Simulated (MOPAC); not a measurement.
A run for MOPAC: PM6 on SnS, a point of a bond scan (R = 4.445 Å).

```
PM6 1SCF PRECISE CHARGE=0 THREADS=1
SSn

Sn    -0.00000000 1    -0.00000000 1    -0.53883850 1
S      0.00000000 1     0.00000000 1     3.90657914 1
```

Program output:

```
*******************************************************************************
 **                                                                           **
 **                              MOPAC v23.2.5                                **
 **                                                                           **
 *******************************************************************************
 ** MOPAC's Digital Object Identifier: https://doi.org/10.5281/zenodo.6511958 **
 **                                                                           **
 ** Please cite the open-source release paper for use of this MOPAC version:  **
 ** J. E. Moussa and J. J. P. Stewart (2026)                                  **
 ** MOPAC: An open-source semiempirical molecular orbital program             **
 ** J. Open Source Softw., 11(119), 8025, https://doi.org/10.21105/joss.08025 **
 *******************************************************************************

                              PM6 CALCULATION RESULTS

 *******************************************************************************
 *  PM6        - The PM6 Hamiltonian to be used
 *
 *
 *
 *                 CHARGE ON SYSTEM = 0
 *
 *
 *
 *  PRECISE    - TIGHTER CRITERIA TO BE USED
 *  1SCF       - DO 1 SCF AND THEN STOP
 *  THREADS=1  - MULTI-THREADING NOT USED
 *  T=         - A TIME OF 172800.0 SECONDS REQUESTED
 *  DUMP=N     - RESTART FILE WRITTEN EVERY 7200.0 SECONDS REQUESTED
 *******************************************************************************
PM6 1SCF PRECISE CHARGE=0 THREADS=1
 SSn

   ATOM   CHEMICAL          X               Y               Z
  NUMBER   SYMBOL      (ANGSTROMS)     (ANGSTROMS)     (ANGSTROMS)

     1      Sn         -0.00000000  *  -0.00000000  *  -0.53883850  *
     2       S          0.00000000  *   0.00000000  *   3.90657914  *



          CARTESIAN COORDINATES

    NO.       ATOM           X           Y           Z

     1        Sn         -0.0000     -0.0000     -0.5388
     2         S          0.0000      0.0000      3.9066

 General Reference for PM6:
 "Optimization of Parameters for Semiempirical Methods V: Modification of NDDO Approximations
 and Application to 70 Elements", J. J. P. Stewart, J. Mol. Mod., 13, 1173-1213 (2007)
 URL: https://link.springer.com/article/10.1007/s00894-007-0233-4

           Empirical Formula: Sn S  =     2 atoms



      MOLECULAR POINT GROUP   :   C*v


      RHF CALCULATION, NO. OF DOUBLY OCCUPIED LEVELS = 5


 -------------------------------------------------------------------------------
 PM6 1SCF PRECISE CHARGE=0 THREADS=1
 SSn



     1SCF WAS SPECIFIED, SO BFGS WAS NOT USED
     SCF FIELD WAS ACHIEVED


                              PM6 CALCULATION
                                                       MOPAC v23.2.5 Linux




          FINAL HEAT OF FORMATION =        187.44625 KCAL/MOL =     784.27513 KJ/MOL


          COSMO AREA              =        129.43 SQUARE ANGSTROMS
          COSMO VOLUME            =        114.70 CUBIC ANGSTROMS

          IONIZATION POTENTIAL    =          6.674806 EV
          HOMO LUMO ENERGIES (EV) =         -6.675 -3.067
          NO. OF FILLED LEVELS    =          5
          MOLECULAR WEIGHT        =        150.7500         POINT GROUP:  C*v

          MOLECULAR DIMENSIONS (Angstroms)

            Atom       Atom       Distance
            S     2   Sn     1     4.44542
            S     2   Sn     1     0.00000
           Sn     1    S     2     0.00000


          SCF CALCULATIONS        =          1





   ATOM   CHEMICAL          X               Y               Z
  NUMBER   SYMBOL      (ANGSTROMS)     (ANGSTROMS)     (ANGSTROMS)

     1      Sn         -0.00000000  *  -0.00000000  *  -0.53883850  *
     2       S          0.00000000  *   0.00000000  *   3.90657914  *

                             CARTESIAN COORDINATES

   1   Sn       -0.000000000    -0.000000000    -0.538838500
   2    S        0.000000000     0.000000000     3.906579140


           Empirical Formula: Sn S  =     2 atoms



      MOLECULAR POINT GROUP   :   C*v


                  EIGENVALUES
 -24.32130 -12.64407  -8.79706  -8.79706  -6.67481  -3.06705  -2.06013  -2.06013
   0.50541   0.60523   0.60523   0.89359   0.89359


              NET ATOMIC CHARGES AND DIPOLE CONTRIBUTIONS

  ATOM NO.   TYPE          CHARGE      No. of ELECS.   s-Pop       p-Pop       d-Pop
    1         Sn           0.247700        3.7523     1.99806     1.75424
    2          S          -0.247700        6.2477     1.99998     4.24542     0.00230
 DIPOLE           X         Y         Z       TOTAL
 POINT-CHG.     0.000     0.000    -5.289     5.289
 HYBRID         0.000     0.000     0.357     0.357
 SUM            0.000     0.000    -4.932     4.932


          ATOMIC ORBITAL ELECTRON POPULATIONS

     Atom    s        px        py        pz      x^2-y^2     xz        z^2       yz        xy
    1 Sn   1.99806   0.00003   0.00003   1.75418
    2  S   1.99998   1.99937   1.99937   0.24669   0.00000   0.00060   0.00110   0.00060   0.00000

 **********************
 *                    *
 * JOB ENDED NORMALLY *
 *                    *
 **********************




 == MOPAC DONE ==
```

The run finished.

Cost: roughly 0.04 core-seconds.
